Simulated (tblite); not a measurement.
C8H9FSi.
Numbering: `[CH:1]#[C:2][C@H:3]1[SiH2:4][CH2:5]/[C:6](=[CH:7]\[F:8])[C:9]1=[CH2:10]` (hydrogens: H11 on C1; H12 on C3; H13, H14 on Si4; H15, H16 on C5; H17 on C7; H18, H19 on C10)

Computed with GFN2-xTB (tblite), gas phase: L-BFGS steps from a force-field or distance-geometry start until the largest atomic force falls under 0.01 eV/Å.

At the end of the run (lengths in Å): C3–Si4 1.926, C3–C9 1.516, Si4–H14 1.461, Si4–C5 1.905, C10–H19 1.077, Si4–H13 1.466, C1≡C2 1.197, Si4–C5–C6 105.2°, C3–Si4–C5 93.4°, Si4–C3–C9 105.9°, C1–C2–C3 178.4°, C2–C3–Si4–C5 127°, C3–Si4–C5–C6 13°, Si4–C5–C6–C7 150°, H15–C5–C6–C7 -92°, H15–C5–Si4–C3 -104°.

Task: These geometries were met on the way; a selection of coordinates is given. Order them by energy above the end point, lowest first.
A. C3–Si4 1.856, C3–C9 1.482, Si4–H14 1.482, Si4–C5 1.872, C10–H19 1.106, Si4–H13 1.440, C1≡C2 1.219, Si4–C5–C6 99.6°, C3–Si4–C5 98.0°, Si4–C3–C9 101.7°, C1–C2–C3 177.9°, C2–C3–Si4–C5 119°, C3–Si4–C5–C6 17°, Si4–C5–C6–C7 146°, H15–C5–C6–C7 -101°, H15–C5–Si4–C3 -95°
B. C3–Si4 1.929, C3–C9 1.517, Si4–H14 1.465, Si4–C5 1.907, C10–H19 1.077, Si4–H13 1.467, C1≡C2 1.199, Si4–C5–C6 104.1°, C3–Si4–C5 93.5°, Si4–C3–C9 105.1°, C1–C2–C3 174.5°, C2–C3–Si4–C5 123°, C3–Si4–C5–C6 17°, Si4–C5–C6–C7 146°, H15–C5–C6–C7 -97°, H15–C5–Si4–C3 -99°
C. C3–Si4 1.917, C3–C9 1.510, Si4–H14 1.446, Si4–C5 1.887, C10–H19 1.081, Si4–H13 1.453, C1≡C2 1.196, Si4–C5–C6 102.5°, C3–Si4–C5 95.6°, Si4–C3–C9 103.2°, C1–C2–C3 176.3°, C2–C3–Si4–C5 121°, C3–Si4–C5–C6 17°, Si4–C5–C6–C7 145°, H15–C5–C6–C7 -100°, H15–C5–Si4–C3 -97°
D. C3–Si4 1.929, C3–C9 1.527, Si4–H14 1.428, Si4–C5 1.894, C10–H19 1.052, Si4–H13 1.443, C1≡C2 1.210, Si4–C5–C6 102.0°, C3–Si4–C5 96.4°, Si4–C3–C9 101.9°, C1–C2–C3 177.8°, C2–C3–Si4–C5 120°, C3–Si4–C5–C6 17°, Si4–C5–C6–C7 146°, H15–C5–C6–C7 -101°, H15–C5–Si4–C3 -96°
E. C3–Si4 1.922, C3–C9 1.512, Si4–H14 1.454, Si4–C5 1.892, C10–H19 1.079, Si4–H13 1.461, C1≡C2 1.192, Si4–C5–C6 103.5°, C3–Si4–C5 94.5°, Si4–C3–C9 104.5°, C1–C2–C3 174.9°, C2–C3–Si4–C5 122°, C3–Si4–C5–C6 17°, Si4–C5–C6–C7 145°, H15–C5–C6–C7 -99°, H15–C5–Si4–C3 -98°

Result: B (0.026 eV), E (0.045 eV), C (0.079 eV), D (0.171 eV), A (0.345 eV).

| step | E above end (eV) | rms distance from the end, all atoms (Å) | largest force (eV/Å) | rms shift of all bonds from the end (Å) |
| --- | --- | --- | --- | --- |
| 9 | 0.026 | 0.103 | 0.243 | 0.002 |
| 5 | 0.045 | 0.109 | 0.675 | 0.004 |
| 4 | 0.079 | 0.113 | 0.478 | 0.008 |
| 2 | 0.171 | 0.117 | 1.629 | 0.014 |
| 0 | 0.345 | 0.123 | 2.247 | 0.024 |

Rows stand in the order of the answer.
